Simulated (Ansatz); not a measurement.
Basis-set extrapolation for BF2H2N, SMILES `NB(F)F` (PBE0-D4/def2-TZVP geometry, frozen core, Ansatz 0.2.0). Multiplicity 1, RHF reference.

```tsv
	def2-TZVPP	def2-QZVPP
HF	-279.485908	-279.498689
MP2 correlation	-0.801790	-0.872491
CCSD(T) correlation	-0.837764	not run
```

Energies in hartree. Use E(X) = E(∞) + A·exp(−7.88·√X) for Hartree–Fock and E(X) = E(∞) + B·X^(−2.97) for correlation, with X = 3 and 4, and add CCSD(T) minus MP2 of the smaller set to the MP2 limit.

What is the CCSD(T) energy at the basis-set limit?

HF limit: -279.498689 + (-0.012781) × 0.13774 = -279.50045. MP2 limit: -0.872491 + (-0.070701) × 0.74074 = -0.92486. Higher-order term: -0.837764 − (-0.801790) = -0.03597. Total: -280.46128 hartree, 3.74 eV below CCSD(T)/def2-TZVPP.
